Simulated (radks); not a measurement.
Values are calculated unless marked as measured or tabulated.
Dynamic dipole polarisability and lines of the boron ion B3+, [He]. Level of theory: scalar-relativistic Kohn-Sham, LB94 model potential, spin-polarised, spherical densities, finite nucleus; Fermi nuclear charge, rms radius of each element as measured or else 0.836 A^(1/3) + 0.57 fm (a radial shooting solver on a logarithmic mesh with Libxc functionals). Time-dependent linear response with the Hartree and adiabatic LDA kernel, continuum included through the Sternheimer equations, no spin-orbit coupling, so fine structure and intercombination lines are absent. Lines are the poles of the dipole polarisability below minus the highest occupied eigenvalue, found on a grid refined at the orbital gaps; the lowest seven at most are given, and weak or close lines can be missed. The first line takes the name of the lowest orbital gap if no other gap lies below it; otherwise a line is named after a gap within 0.6 % of it, if that gap stands alone.

| photon energy (eV) | alpha (bohr^3) |
|---|---|
| 0 | 0.02018 |
| 12.392 | 0.02024 |
| 28.916 | 0.02051 |
| 45.439 | 0.02102 |
| 61.962 | 0.02180 |
| 78.486 | 0.02293 |
| 95.009 | 0.02452 |
| 111.53 | 0.02679 |
| 128.06 | 0.03011 |
| 144.58 | 0.03532 |
| 161.10 | 0.04450 |
| 177.63 | 0.06531 |
| 194.15 | 0.1723 |
| 210.67 | -0.08515 |
| 227.19 | 0.08275 |
| 243.72 | -0.1555 |

Lines (eV, oscillator strength): 201.44 (6.155 nm, 1s-2p), f = 0.590; 229.34 (5.406 nm, 1s-3p), f = 0.125; 238.93 (5.189 nm, 1s-4p), f = 0.0494; 243.46 (5.093 nm, unassigned), f = 0.0245; 245.94 (5.041 nm, unassigned), f = 0.0139. Higher lines, where found, are left out when the end of the mesh affects them. Those listed give 68 % of the static polarisability (sum of f/w^2). Orbital energy gaps for comparison: 1s-2p 200.82 eV; 1s-3p 229.08 eV; 1s-4p 238.81 eV; 1s-5p 243.40 eV; 1s-6p 245.91 eV.
